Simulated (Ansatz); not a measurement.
ClF₂GeHO, SMILES `[OH][Ge]([F])([F])[Cl]` at its PBE0-D4/def2-TZVP geometry, where that method's forces vanish. The species carries charge 0 and has multiplicity 1.

```json
{"atom": "O1", "x (Å)": "0.012", "y (Å)": "-0.966", "z (Å)": "-1.039"}
{"atom": "Ge2", "x (Å)": "0.024", "y (Å)": "0.302", "z (Å)": "0.145"}
{"atom": "F3", "x (Å)": "-1.480", "y (Å)": "0.395", "z (Å)": "0.955"}
{"atom": "F4", "x (Å)": "1.161", "y (Å)": "-0.027", "z (Å)": "1.380"}
{"atom": "Cl5", "x (Å)": "0.463", "y (Å)": "2.126", "z (Å)": "-0.777"}
{"atom": "H6", "x (Å)": "-0.179", "y (Å)": "-1.831", "z (Å)": "-0.664"}
```

Problem. For each bond, give half the difference of the two atoms' forces along it (eV/Å; positive pushes the atoms apart) under PBE-D4, r2SCAN-D4, B3LYP-D4, ωB97M-V in def2-TZVPP. (An estimate is asked.)

Solution. Ansatz gave: 
| bond | length (Å) | PBE-D4 | r2SCAN-D4 | B3LYP-D4 | ωB97M-V |
| --- | --- | --- | --- | --- | --- |
| O1–Ge2 | 1.735 | 0.29 | 0.07 | 0.15 | 0.04 |
| O1–H6 | 0.962 | 0.33 | 0.04 | -0.04 | -0.06 |
| Ge2–F3 | 1.710 | 0.48 | 0.03 | 0.20 | 0.06 |
| Ge2–F4 | 1.710 | 0.48 | 0.03 | 0.20 | 0.06 |
| Ge2–Cl5 | 2.090 | 0.09 | 0.02 | 0.13 | -0.04 |

B3LYP here is the variant with VWN-RPA as its local correlation; programs differ in this.
